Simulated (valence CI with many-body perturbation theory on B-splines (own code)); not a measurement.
# Fe¹³⁺: what the settings do

Calculated by valence CI with perturbative core correlation (CI+MBPT): three valence electrons over a frozen Dirac-Fock core [Ne], radial functions for each j: 6 s, 6 p, 5 d, 3 f, 1 g, with the one-electron correlation potential Σ1 (screened to all orders), the two-electron term Σ2, the three-electron term Σ3, Breit, model QED; selected single and double excitations, second order for the rest, scaled by the run's own slope (own B-spline code, finite nucleus).

No measured spectrum was set against this ion. As an estimate, levels of excited configurations hold to 0.05 to 0.15 % of their energy, terms of the ground configuration to about 0.5 %.

The reference run has the lowest level 3s²3p ²P°_1/2 and an ionisation energy of 392.152 eV. Its largest variational space holds 2966 state functions.

Names give the largest LS component (configuration and term), which can be under half, so a name can repeat, a term be missing and a line seem to break the LS rules; names also repeat where a configuration has a term twice.

Changed runs:
A. correlating orbitals by l 3 3 3 2 1 → 4 4 3 0 0
B. scale of Σ1 1 → 0.9
C. Breit term on → off; QED terms on → off
D. factor on the speed of light 1 → 0.9 (bad on purpose)

Excitation energies of the reference run in cm⁻¹, and shifts in cm⁻¹:

| Level | Reference | A | B | C | D |
| --- | --- | --- | --- | --- | --- |
| 3s²3p ²P°_3/2 | 18860 | -10 | -11 | +484 | +4531 |
| 3s3p² ⁴P_1/2 | 224869 | -505 | +69 | +371 | +3889 |
| 3s3p² ⁴P_3/2 | 232573 | -524 | +64 | +593 | +6098 |
| 3s3p² ⁴P_5/2 | 242175 | -506 | +59 | +899 | +8067 |
| 3s3p² ²D_3/2 | 299313 | +395 | +57 | +755 | +6763 |
| 3s3p² ²D_5/2 | 301543 | +385 | +54 | +919 | +7844 |
| 3s3p² ²S_1/2 | 365180 | +1356 | +56 | +534 | +5551 |
| 3s3p² ²P_1/2 | 388983 | +1049 | +52 | +811 | +8331 |
| 3s3p² ²P_3/2 | 396982 | +914 | +51 | +956 | +9019 |
| 3s²3d ²D_3/2 | 473573 | +2902 | +57 | +949 | +5341 |
| 3s²3d ²D_5/2 | 475557 | +2889 | +50 | +1182 | +5766 |
| 3p³ ²D°_3/2 | 576338 | -195 | +126 | +1101 | +9251 |
| Ionisation energy (eV) | 392.152 | -0.081 | -0.070 | +0.154 | +0.580 |
